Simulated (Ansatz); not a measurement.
Isolated molecules relaxed with PBE0-D4/def2-TZVP in Ansatz; ΔE leaves out vibrations. CCSD(T)/CBS is the MP2 limit (def2-TZVPP, def2-QZVPP) plus CCSD(T) − MP2 in def2-TZVPP, frozen cores. This one scheme is used for every species. DFT in def2-TZVPP. B3LYP here is the variant with VWN-RPA as its local correlation; programs differ in this. For Ge outer-core shells are correlated without core-valence functions, which leaves a few kJ/mol of doubt a bond. Scalar relativity is left out up to krypton. Each species was taken in one conformer, which may not be the lowest.

`[OH][GeH2][C]#C[SiH](O)F` → `C#[C][GeH2][OH]` + `O[Si]F`  (silylene formation by 1,1-elimination)

CCSD(T)/CBS gives +184.5 kJ/mol.

Task: Another level gave +199.1 kJ/mol. Which?
A. r2SCAN-D4/def2-TZVPP
B. ωB97M-V/def2-TZVPP
C. CCSD/def2-TZVPP
D. B3LYP/def2-TZVPP

Result: A. r2SCAN-D4 199.1, ωB97M-V 170.0, CCSD/def2-TZVPP 180.8, B3LYP 162.1 kJ/mol.

Largest T1 diagnostic among the species: 0.015.

From PBE to PBE0 (25 % exact exchange), in def2-TZVPP and without D4, ΔE moves by +17.5 kJ/mol. The D4 term adds +12.6 kJ/mol with B3LYP and +7.1 kJ/mol with PBE0; it sums over pairs of atoms, weighted by their polarisabilities, and B3LYP, whose exchange is more repulsive, gets the larger term.
